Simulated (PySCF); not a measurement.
UHF on Ne²⁺ (neon, charge +2)

Configuration: [He] 2s2 2p4, high-spin 3P determinant. All numbers are calculated (PySCF 2.14, no relativity, point nucleus, in def2-TZVPPD).

* Total energy: -126.374923 hartree
* One-electron energy: -166.5806 hartree
* Hartree (Coulomb) energy: 51.3242 hartree
* Exchange energy: -11.1185 hartree
* Kinetic energy: 126.43453 hartree
* ⟨S²⟩: 2.0035
* ⟨L²⟩: 2.007
* Sum of ⟨r⟩: 5.193 bohr
* Sum of ⟨r²⟩: 4.963 bohr²
* Traceless quadrupole moment −½Σ⟨3z² − r²⟩ along its main axis: -0.351 e·bohr²
* Density at the nucleus (Gaussians lack the cusp): 609 bohr⁻³
* Spin density at the nucleus: 0.0827 bohr⁻³
* Langevin diamagnetic susceptibility: -3.93 ×10⁻⁶ cm³/mol

```csv
shell,electrons,mean orbital energy (hartree),spread (hartree),"rms radius, mean of both spins (bohr)"
1s α,1,-34.69852,0,0.183
1s β,1,-34.56053,0,0.183
2s α,1,-3.64570,0,0.906
2s β,1,-3.17711,0,0.906
2p α,3,-2.57667,0.14279,0.902
2p β,1,-2.35729,0,0.902
```

Spin-orbit constants ζ (cm⁻¹) from the X2C one-electron operator on these orbitals (non-relativistic here): bare nucleus, nucleus screened by l(l+1)(2l+1)/3 electrons, and screened by the Breit-Pauli mean field of the electrons.

```tsv
shell	bare	screened nucleus	mean field
2p	853.1	682.5	611.2
```

To first order the Landé constant is A = -305.6 cm⁻¹, so the lowest level has J = 2 and lies 0.0379 eV below the centre of the term. This holds in LS coupling only.
